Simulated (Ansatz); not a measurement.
`[F][ZnH]`. Total charge 0; spin multiplicity 1.

Problem. List the harmonic frequencies (cm⁻¹, unscaled) at PBE0-D4/def2-TZVP in Ansatz. (Estimate.)

Solution. The calculation gave: 474, 474, 661, 2011.

Problem. Is this a minimum?

Solution. Yes, all 4 modes are real.

Problem. Give the ideal-gas thermochemistry at 298.15 K and 1 bar (rigid rotor, harmonic oscillator; point group C∞v, symmetry number 1).

Solution. Zero-point energy 21.7 kJ/mol; H(298) − E = 32.0 kJ/mol; entropy 233.4 J/(mol·K), of which translation 164.3, rotation 61.5, vibration 7.6; G(298) − E = -37.6 kJ/mol.

Problem. Rotational constants (cm⁻¹)?

Solution. 0.3464.
